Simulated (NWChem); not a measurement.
System: CH3ClGeO, singlet; SMILES C[O][Ge][Cl]

NWChem input:

```
start job
memory heap 200 mb stack 900 mb global 1100 mb
geometry units angstroms noautoz
  Ge     0.829636    -0.122607    -0.000404
  Cl    -1.018698    -1.361655     0.000931
  O      0.133498     1.501803    -0.000320
  C     -1.183406     1.987185     0.000518
  H     -1.925492     1.171893     0.001245
  H     -1.343018     2.615879     0.892043
  H     -1.344322     2.615427    -0.891093
end
basis spherical
  * library def2-svp
end
dft
  xc xpbe96 cpbe96
  iterations 150
  vectors input atomic output neutral.movecs
end
task dft energy
charge 1
dft
  odft
  mult 2
  vectors input atomic output cation.movecs
end
task dft energy
```

Low-valent species are run as closed-shell singlets; no triplet was tried in these runs. The geometry was optimised at PBE0/def2-SVP.

Ions are spin-unrestricted doublets at the neutral geometry; other ion states weren't tried.

**Question.** Give the results of this calculation. (PBE/def2-SVP, vertical spin-unrestricted ions.) Quantities: vertical ionisation energy, ΔSCF (eV); −ε(HOMO) (eV).

**Answer.** 
```json
{
  "vertical ionisation energy, ΔSCF (eV)": "9.85",
  "−ε(HOMO) (eV)": "6.70"
}
```
